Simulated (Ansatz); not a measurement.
Mulliken charges of `N[Si](F)(F)[SiH3]` from r2SCAN/def2-TZVPP in Ansatz (PBE0-D4/def2-TZVP geometry).

```json
{"atom": "N1", "x (Å)": "-0.929", "y (Å)": "0.844", "z (Å)": "-1.267", "charge (e)": "-0.440"}
{"atom": "Si2", "x (Å)": "-0.183", "y (Å)": "-0.525", "z (Å)": "-0.615", "charge (e)": "0.810"}
{"atom": "F3", "x (Å)": "0.834", "y (Å)": "-1.043", "z (Å)": "-1.727", "charge (e)": "-0.320"}
{"atom": "F4", "x (Å)": "-1.178", "y (Å)": "-1.753", "z (Å)": "-0.380", "charge (e)": "-0.311"}
{"atom": "Si5", "x (Å)": "0.880", "y (Å)": "-0.068", "z (Å)": "1.412", "charge (e)": "0.101"}
{"atom": "H6", "x (Å)": "-1.537", "y (Å)": "1.430", "z (Å)": "-0.721", "charge (e)": "0.160"}
{"atom": "H7", "x (Å)": "-1.098", "y (Å)": "0.935", "z (Å)": "-2.256", "charge (e)": "0.167"}
{"atom": "H8", "x (Å)": "-0.081", "y (Å)": "0.638", "z (Å)": "2.303", "charge (e)": "-0.062"}
{"atom": "H9", "x (Å)": "1.322", "y (Å)": "-1.323", "z (Å)": "2.073", "charge (e)": "-0.052"}
{"atom": "H10", "x (Å)": "2.053", "y (Å)": "0.814", "z (Å)": "1.180", "charge (e)": "-0.054"}
```

Q: By hand: the dipole of these point charges (1 e Å = 4.8032 D).

A: Σ q r = (-0.155, 0.446, 0.066) e Å, of length 0.477 e Å = 2.29 D.

Q: How does the dipole of the full density compare? (Best estimate.)

A: The calculation gave: (-0.199, 0.441, 0.030) e Å, 2.33 D; the point charges give 0.98 times that, at 7° from its direction.

Point charges leave out the atoms' own dipoles, such as those of lone pairs, and Mulliken's split depends on the basis, so the close match here is no proof of good charges.
